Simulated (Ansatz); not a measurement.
Reaction (redistribution): `C[O][Al]([NH2])[Cl]` + `[OH][In]([SH])[SH]` → `[NH2][Al]([SH])[Cl]` + `C[O][In]([OH])[SH]`

Computed with Ansatz on PBE0-D4/def2-TZVP structures; ΔE is electronic, products minus reactants. CBS: MP2 limit from def2 TZ/QZ plus the TZ coupled-cluster correction, frozen cores. Functionals use def2-TZVPP. B3LYP here is the variant with VWN-RPA as its local correlation; programs differ in this. Elements past krypton have def2 core potentials. For In outer-core shells are correlated without core-valence functions, which leaves a few kJ/mol of doubt a bond. One conformer a species, not always the lowest.

```tsv
level	ΔE (kJ/mol)	difference from CCSD(T)/CBS
PBE-D4	86.3	-3.4
r2SCAN-D4	92.8	3.1
PBE0-D4	93.7	4.0
B3LYP-D4	97.1	7.4
ωB97X-V	92.2	2.5
B2PLYP	95.7	6.0
PBE	86.5	-3.2
r2SCAN	92.8	3.1
PBE0	93.9	4.2
B3LYP	97.6	7.9
HF/def2-TZVPP	107.5	17.8
MP2/def2-TZVPP	95.0	5.3
SCS-MP2/def2-TZVPP	94.9	5.2
CCSD/def2-TZVPP	96.2	6.5
MP2/def2-QZVPP	93.2	3.5
CCSD/CBS(def2)	93.1	3.4
CCSD(T)/CBS	89.7	0
```

Largest T1 diagnostic among the species: 0.016.

In def2-TZVPP, CCSD(T) changes the Hartree–Fock value by −14.7 kJ/mol (the triples alone add −3.4 kJ/mol) and MP2 by −12.5 kJ/mol. From PBE to PBE0 (25 % exact exchange), in def2-TZVPP and without D4, ΔE moves by +7.4 kJ/mol.
